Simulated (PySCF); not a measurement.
# Radial density of Bi+ (bismuth, charge +1)

PW91, [Xe] 4f14 5d10 6s1 6p2 7s1, high-spin 5P determinant (an excited configuration). Calculation: PySCF 2.14, in aug-cc-pVTZ-PP with ECP60MDF; a scalar-relativistic core potential. This is the valence pseudo-density: the core potential removes the inner electrons and smooths the orbitals near the nucleus.

| r (bohr) | 4πr²ρ (e/bohr) | 4πr²(ρα − ρβ) |
| --- | --- | --- |
| 0.00953 | 1.540e-05 | 0.0000 |
| 0.0160 | 3.770e-05 | 0.0000 |
| 0.0270 | 7.396e-05 | 0.0000 |
| 0.0453 | 0.0001030 | 0.0000 |
| 0.0763 | 0.0001859 | 0.0000 |
| 0.128 | 0.001078 | 0.0000 |
| 0.216 | 0.01589 | 0.0005 |
| 0.363 | 0.5188 | 0.0231 |
| 0.611 | 10.92 | 0.3419 |
| 1.03 | 20.06 | -0.0496 |
| 1.73 | 5.453 | 1.4507 |
| 2.91 | 1.180 | 1.0531 |
| 4.89 | 0.3374 | 0.3372 |
| 8.22 | 0.03842 | 0.0384 |
| 13.8 | 6.494e-05 | 0.0001 |

Energies and moments cover only the electrons outside the core potential. Spin-orbit coupling is strong in this species (close to jj coupling), so the high-spin LS determinant is a model state, not a physical level. The outer electron is Rydberg-like, and this basis confines it to a smaller radius and binds it less than a complete one would.

Task: Where is the radial spin density 4πr²(ρα − ρβ) most negative, and why is it negative at all?

Result: Around r = 1.03 bohr, down to -0.0496 e/bohr: exchange with the open shell polarises the paired shells in an unrestricted calculation.
